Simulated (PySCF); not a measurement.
**Polarisability and C₆ of N³⁺ (nitrogen, charge +3)**

[He] 2s2, closed-shell 1S. All numbers are calculated (PySCF 2.14, scalar relativity by spin-free X2C-1e, in aug-cc-pCVTZ-DK with one added diffuse shell each of s, p, d, f type (8s7p5d3f, 75 functions)). Coupled (time-dependent) response in atomic units; α is the mean over directions.

```json
{"method": "UHF", "mean α (bohr³)": "2.226", "C₆ (like pair)": "2.243", "S(−4)": "7.008"}
{"method": "PBE", "mean α (bohr³)": "2.089", "C₆ (like pair)": "2.062", "S(−4)": "6.082"}
{"method": "PBE0", "mean α (bohr³)": "2.118", "C₆ (like pair)": "2.102", "S(−4)": "6.262"}
{"method": "BLYP", "mean α (bohr³)": "2.118", "C₆ (like pair)": "2.087", "S(−4)": "6.383"}
{"method": "BP86", "mean α (bohr³)": "2.108", "C₆ (like pair)": "2.092", "S(−4)": "6.166"}
```

S(−4) is the Cauchy moment in α(ω) = α(0) + S(−4) ω² + …

α(iu) at PBE:

```tsv
u (hartree)	α(iu) (bohr³)
0	2.089
0.0500	2.074
0.100	2.030
0.200	1.873
0.300	1.662
0.500	1.237
0.750	0.8484
1.00	0.6085
1.50	0.3606
2.00	0.2432
3.00	0.1359
5.00	0.06207
```

For an ion, C₆ is the dispersion term alone; charge-induced terms of lower order in 1/R come first.
